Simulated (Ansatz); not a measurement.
`F[SiH2]O[SiH2]F` + H₂Te → `F[SiH2][TeH]` + `O[SiH2]F` at 700 K and 1 bar (ligand exchange at the Si–O bond).

Calculated with Ansatz (gas phase, PBE0-D4/def2-TZVP geometries, no zero-point term in ΔE). CCSD(T)/CBS adds triple-zeta CCSD(T) − MP2 to the extrapolated MP2 energy (def2 sets, frozen cores). Elements past krypton have def2 core potentials. For Te outer-core shells are correlated without core-valence functions, which leaves a few kJ/mol of doubt a bond. Each species was taken in one conformer, which may not be the lowest.

| species | CCSD(T)/CBS energy (Eh) | H − E (kJ/mol) | S (J/(mol·K)) |
| --- | --- | --- | --- |
| `F[SiH2]O[SiH2]F` | -855.55265 | 195.8 | 475.7 |
| H₂Te | -268.91024 | 57.2 | 261.6 |
| `F[SiH2][TeH]` | -658.47489 | 123.7 | 393.1 |
| `O[SiH2]F` | -465.96250 | 137.3 | 346.2 |

H − E and S are ideal-gas, rigid-rotor, harmonic terms from PBE0-D4/def2-TZVP, for one conformer and one mirror image of each species. 1 Eh = 2625.50 kJ/mol, R = 8.31446 J/(mol·K).

Question: By hand: ΔE, ΔH, ΔS and ΔG.

Answer: ΔE = (-658.47489) + (-465.96250) − (-855.55265) − (-268.91024) = 0.02550 Eh = 67.0 kJ/mol. Δ(H − E) = 123.7 + 137.3 − 195.8 − 57.2 = 8.0, so ΔH = 75.0 kJ/mol. ΔS = 393.1 + 346.2 − 475.7 − 261.6 = 2.0 J/(mol·K). ΔG = 75.0 − 700 × (2.0)/1000 = 73.6 kJ/mol.

Question: By hand: the equilibrium constant, and the temperature at which ΔG would vanish if ΔH and ΔS stayed fixed.

Answer: log₁₀ K = −ΔG/(RT ln 10) = -5.5. ΔG = 0 at ΔH/ΔS = 37500 K, far beyond where these terms or the molecules hold.

The number of gas molecules stays the same, so ΔS is small and ΔH decides. A doubt of 5 kJ/mol in ΔE shifts log₁₀ K by 0.4 here. Other conformers and mirror images would add mixing entropy, several J/(mol·K) or more a flexible species. Modes under 60 cm⁻¹, often nearly free rotors, make the harmonic entropy too high. These are equilibria of isolated gas molecules and say nothing of rates. Largest T1 diagnostic: 0.012 (customary marks: 0.02 for closed shells, 0.045 for open ones).
